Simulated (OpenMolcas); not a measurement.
Ce3+ with 6 ligands (bromide) in octahedral coordination (Oh) at 2.92 Å. A charge of +0.5 e stands 2.6 Å behind each ligand. Ligand basis ANO-RCC-VDZP.
```
Ce    0.0000    0.0000    0.0000
Br    2.9200    0.0000    0.0000
Br    0.0000    2.9200    0.0000
Br   -2.9200    0.0000    0.0000
Br    0.0000   -2.9200    0.0000
Br    0.0000    0.0000    2.9200
Br    0.0000    0.0000   -2.9200
```

* Program: OpenMolcas 26.06
* Method: SS-CASPT2, IPEA 0.25 Eh, imaginary shift 0.1 Eh (closed shells correlated: 5s 5p and the ligand valence shells)
* Basis: ANO-RCC-VDZP [7s6p4d2f1g]
* Scalar Hamiltonian: DKH2, point nucleus
* Active space: 1 electron in 7 orbitals (4f)
* State averaging: 2S+1 = 2 odd, 7 roots
* Spin-orbit coupling: state interaction with AMFI integrals over the reference wave functions

Problem. What is the spin-free ground state (labels of O, the rotations of Oh)?

Solution. 2T2, 3-fold in its orbital part, 100 % from free-ion F terms; it has the highest spin that f1 allows.

Problem. Where is the first state of the same spin?

Solution. 2A2 at 21.5 cm-1 above the ground state.

Problem. What are the lowest two levels with spin-orbit coupling?

Solution. A 2-fold level Γ7 with g = 1.43, 1.43, 1.43, then a 4-fold level Γ8 300 cm-1 above it. Their leading multiplicities are 2 (100 %) and 2 (100 %).

Problem. What is χT at 300 K, and how does it compare with the textbook value?

Solution. Hund's rules give f1 the level 2F5/2 with g = 0.857, so an isolated free-ion multiplet has χT = g² J(J+1) / 8 = 0.804 cm3 K/mol. The computed 0.716 at 300 K differs by -11 %, through the field's splitting, the mixing of terms and any other multiplet in reach.

Roots that are degenerate in the reference are averaged as groups; the widest CASPT2 spread within a group is 110 cm-1 (the 3-fold group of multiplicity 2 near 515 cm-1 above the lowest state of its run). Shifts and gaps below about the spread of the groups concerned are not significant. Over all roots computed the reference weight is 0.69; a low but even weight reflects the number of correlated electrons. Splittings of an f shell from a small cluster at a set distance can be off by tens of per cent, mostly too small. No measured value stands beside these numbers; the geometry is a model, was not optimised and need not be the one that this ion takes.
